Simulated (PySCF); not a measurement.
LDA on Pm (promethium, neutral), [Xe] 4f6 6s1, high-spin 8F determinant (an excited configuration). Calculation: PySCF 2.14, in cc-pVDZ-X2C (8s7p5d3f1g, 84 functions); the spin-free X2C one-electron Hamiltonian (Gaussian nucleus).

```
cycle= 1 E= -10011.6037745844  delta_E= 0.29  |g|= 1.25  |ddm|= 1.51
cycle= 2 E= -10010.4798993459  delta_E= 1.12  |g|= 2.69  |ddm|= 2.62
cycle= 3 E= -10011.8803324551  delta_E= -1.4  |g|= 0.468  |ddm|= 1.23
cycle= 4 E= -10011.9310934358  delta_E= -0.0508  |g|= 0.225  |ddm|= 0.94
cycle= 5 E= -10011.9449255052  delta_E= -0.0138  |g|= 0.00343  |ddm|= 0.279
cycle= 6 E= -10011.9449308298  delta_E= -5.32e-06  |g|= 0.00108  |ddm|= 0.00537
cycle= 7 E= -10011.9449310587  delta_E= -2.29e-07  |g|= 0.000226  |ddm|= 0.00133
cycle= 8 E= -10011.9449310696  delta_E= -1.09e-08  |g|= 3.01e-05  |ddm|= 0.000333
cycle= 9 E= -10011.9449310698  delta_E= -2e-10  |g|= 2.3e-06  |ddm|= 2.29e-05
converged SCF energy = -10011.9449310698  <S^2> = 15.752123  2S+1 = 8.0005308
```

Highest occupied orbital energy: 2.276 eV; ⟨L²⟩ = 12.03; populations by l: s 11.00, p 24.00, d 20.00, f 6.00.

Can this result be used?

Not for this state. Self-consistency was reached. Spin-orbit coupling, absent here, splits the open shell strongly. At LDA the highest occupied level has a positive energy, so only the finite basis holds that electron; for this excited configuration the basis is too tight for the outer shell.
